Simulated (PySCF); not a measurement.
# `[C@@H]1([C@@H](C)S)C[C@@H]1C#N`, C6H9NS

Molfile (atoms numbered from 1):
```
C6H9NS
     RDKit          3D

 17 17  0  0  0  0  0  0  0  0999 V2000
   -1.3335    1.3793    0.2867 C   0  0  0  0  0  0  0  0  0  0  0  0
   -0.8178   -0.0129    0.6131 C   0  0  1  0  0  0  0  0  0  0  0  0
   -2.2113   -1.2301    0.6501 S   0  0  0  0  0  0  0  0  0  0  0  0
    0.1658   -0.5021   -0.4170 C   0  0  2  0  0  0  0  0  0  0  0  0
    1.1903   -1.5240   -0.0552 C   0  0  0  0  0  0  0  0  0  0  0  0
    1.6228   -0.0983   -0.3047 C   0  0  2  0  0  0  0  0  0  0  0  0
    2.0324    0.6971    0.7962 C   0  0  0  0  0  0  0  0  0  0  0  0
    2.3574    1.3438    1.6838 N   0  0  0  0  0  0  0  0  0  0  0  0
   -0.5021    2.0823    0.2775 H   0  0  0  0  0  0  0  0  0  0  0  0
   -2.0542    1.7098    1.0316 H   0  0  0  0  0  0  0  0  0  0  0  0
   -1.8145    1.3854   -0.6895 H   0  0  0  0  0  0  0  0  0  0  0  0
   -0.3620   -0.0309    1.6068 H   0  0  0  0  0  0  0  0  0  0  0  0
   -2.8800   -0.6280    1.6299 H   0  0  0  0  0  0  0  0  0  0  0  0
   -0.2434   -0.5351   -1.4204 H   0  0  0  0  0  0  0  0  0  0  0  0
    1.2107   -1.8805    0.9642 H   0  0  0  0  0  0  0  0  0  0  0  0
    1.4712   -2.2669   -0.7855 H   0  0  0  0  0  0  0  0  0  0  0  0
    2.1613    0.1232   -1.2191 H   0  0  0  0  0  0  0  0  0  0  0  0
  1  2  1  0
  2  3  1  0
  2  4  1  0
  4  5  1  0
  5  6  1  0
  6  7  1  0
  7  8  3  0
  6  4  1  0
  1  9  1  0
  1 10  1  0
  1 11  1  0
  2 12  1  1
  3 13  1  0
  4 14  1  6
  5 15  1  0
  5 16  1  0
  6 17  1  6
M  END
```

The calculation used TDDFT PBE0/def2-SVPD circular dichroism and optical rotation, one conformer, gas phase (PySCF 2.14.0). Geometry: GFN2-xTB.

The molecule is flexible and this is one conformer; a measurement averages over conformers. States above about 7.1 eV (minus the energy of the highest occupied orbital) lie near or above the ionisation threshold and depend on the basis. Singlets 6 and 7 lie within 0.01 eV of each other, so their separate moments and overlaps can depend on how they mix.

**Question.** Draw the ECD and absorption spectra from the lowest 12 states, each a Gaussian of half-width 0.3 eV at 1/e height.

**Answer.** 
| E (eV) | λ (nm) | Δε (L mol⁻¹ cm⁻¹) | ε (L mol⁻¹ cm⁻¹) |
| --- | --- | --- | --- |
| 5.02 | 247 | +0.14 | 10.2 |
| 5.12 | 242 | +0.37 | 27.7 |
| 5.22 | 237 | +0.81 | 60.3 |
| 5.32 | 233 | +1.41 | 106 |
| 5.42 | 229 | +1.96 | 151 |
| 5.52 | 225 | +2.14 | 183 |
| 5.62 | 221 | +1.73 | 217 |
| 5.72 | 217 | +0.72 | 307 |
| 5.82 | 213 | -0.79 | 522 |
| 5.92 | 209 | -2.55 | 875 |
| 6.02 | 206 | -4.10 | 1260 |
| 6.12 | 203 | -4.80 | 1500 |
| 6.22 | 199 | -4.20 | 1490 |
| 6.32 | 196 | -2.45 | 1290 |
| 6.42 | 193 | -0.17 | 1100 |
| 6.52 | 190 | +2.00 | 1050 |
| 6.62 | 187 | +3.70 | 1150 |
| 6.72 | 184 | +5.00 | 1350 |
| 6.82 | 182 | +6.29 | 1630 |
| 6.92 | 179 | +7.81 | 1980 |
| 7.02 | 177 | +9.17 | 2330 |
| 7.12 | 174 | +9.24 | 2550 |
| 7.22 | 172 | +6.97 | 2610 |
| 7.32 | 169 | +2.45 | 2710 |
| 7.42 | 167 | -3.01 | 3080 |
| 7.52 | 165 | -7.68 | 3710 |
| 7.62 | 163 | -10.32 | 4290 |
| 7.72 | 161 | -10.65 | 4400 |

Δε uses R in velocity form, ε uses f in length form. Only the states computed contribute, so the short-wavelength end is incomplete.
